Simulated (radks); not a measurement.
Question: The mean radii <r> (bohr) of the occupied orbitals of an atom or ion are listed with their occupations. Method: Dirac Kohn-Sham, PBEsol, spin-unpolarised, spherical densities, finite nucleus; Fermi nuclear charge, rms radius of each element as measured or else 0.836 A^(1/3) + 0.57 fm; computed with a radial shooting solver on a logarithmic mesh with Libxc functionals.

orbital  occ.      <r>
1s1/2       2  0.02275
2s1/2       2  0.09652
2p1/2       2  0.08075
2p3/2       4  0.08737
3s1/2       2   0.2547
3p1/2       2   0.2443
3p3/2       4   0.2570
3d3/2       4   0.2287
3d5/2       6   0.2326
4s1/2       2   0.5794
4p1/2       2   0.5935
4p3/2       4   0.6226
4d3/2       4   0.6653
4d5/2       6   0.6757
5s1/2       2    1.411
5p1/2       2    1.593
5p3/2       4    1.688
4f5/2       6    1.002
6s1/2       1    3.902

Name the element and its charge. Open shells, if any, fill j = l - 1/2 first.

Answer: Z = 62, samarium, charge +1: Sm+ in [Xe] 4f6 6s1. The 1s radius gives Z: for a bare nucleus <r> = (2 gamma + 1)/(2Z) with gamma = sqrt(1 - (Z/c)^2), 0.02245 bohr for Z = 62, and screening makes it slightly larger (0.02275 here). The occupations add up to 61, and the charge is Z minus that.
